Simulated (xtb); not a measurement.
Cl3GeH3Si, SMILES [SiH3][Ge]([Cl])([Cl])[Cl]. All values are semi-empirical tight-binding results from xtb (GFN2-xTB unless named), good for trends rather than for accurate numbers. The structure is a stationary point at GFN2-xTB.

For metal compounds this method's bond lengths and energies can be far off.

```json
{
  "point_group_as_xtb_finds_it": "C3",
  "orbital_gap": "3.98 eV",
  "zero_point_energy": "16.9 kcal/mol",
  "G − E(el) at 298.15 K (modified RRHO)": "-5.8 kcal/mol"
}
```
